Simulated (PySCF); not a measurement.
An unknown shows these calculated signals:

$^{1}$H NMR (500 MHz, computed): δ 5.81 (m, 2H), 4.44 (s, 3H), 4.32 (s, 3H).

$^{13}$C{$^{1}$H} NMR (computed): δ 191.3 (C), 121.4 (C), 115.9 (C), 92.8 (CH2).

Calculated, not measured (PySCF): coordinates at the GFN2-xTB level, PBE0/pcSseg-1 with gauge-including orbitals. Rapidly exchanging positions averaged, one conformer, no solvent model, no relativistic terms.

Chemical shifts δ = σref − σ; $^{1}$H (σref 31.72), $^{13}$C (σref 186.93) vs TMS, all at this level.

Task: Which of these does the molecule contain: a CH3CH2 unit, an amide, a nitrile, an OH group, a non-aromatic C=C double bond, a Si–H bond?

Result: 
- A CH3CH2 unit: no.
- An amide: no.
- A nitrile: yes (δC 121.4).
- An OH group: no.
- A non-aromatic C=C double bond: yes.
- A Si–H bond: yes (δH 4.44 (s)).

The data belong to `N#C/C([SiH3])=C(/[SiH3])CF`, C$_{4}$H$_{8}$FNSi$_{2}$; they needn't prove each group on their own.

Carbon signals by region: 1 in the far downfield region (above 160 ppm), 2 in the sp2 and nitrile region (100–160 ppm), 1 at 50–100 ppm. Above 160 ppm: 191.3, fully substituted alkene carbon.

Splittings by $^{19}$F in the carbon and heteronuclear signals aren't shown, as no couplings were computed. Shifts are as computed. Against solution values, carbons near 30 ppm lie about +3 ppm off and those near 130 ppm about +5 ppm. Of 1211 compounds with measured shifts, 218 miss one by over three times the rms of a fit or turn the order of signals round; such compounds aren't used in these exercises. No couplings were computed; multiplicities are counted from neighbouring protons, with m where these are inequivalent, close in shift, in a saturated or five-membered ring or joined by F or P, and br s for small geminal =CH2 splittings.
